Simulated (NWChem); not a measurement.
chlorotrifluoromethane (CClF₃); SMILES FC(F)(Cl)F

Results from NWChem. Pople sets run with spherical d functions. Each level has its own optimisation. Computed dipoles belong to the equilibrium geometry; the measured one is vibrationally averaged.

Measured dipole moment: 0.50 D (NIST CCCBDB, as tabulated in the package chemicals).

```csv
level,dipole moment (D),computed − measured
Hartree-Fock/STO-3G,1.37,+0.87
Hartree-Fock/3-21G,0.03,-0.47
Hartree-Fock/6-31G*,0.28,-0.22
B3LYP/6-31G*,[?],[?]
"LDA (Slater exchange, VWN5)/def2-SVP",0.19,-0.31
PBE/def2-SVP,[?],[?]
BLYP/def2-SVP,0.22,-0.28
PBE0/def2-SVP,0.24,-0.26
```

Q: Some entries are withheld; supply them.

A: 
- B3LYP/6-31G*, dipole moment (D): 0.02
- B3LYP/6-31G*, computed − measured: -0.48
- PBE/def2-SVP, dipole moment (D): 0.15
- PBE/def2-SVP, computed − measured: -0.35
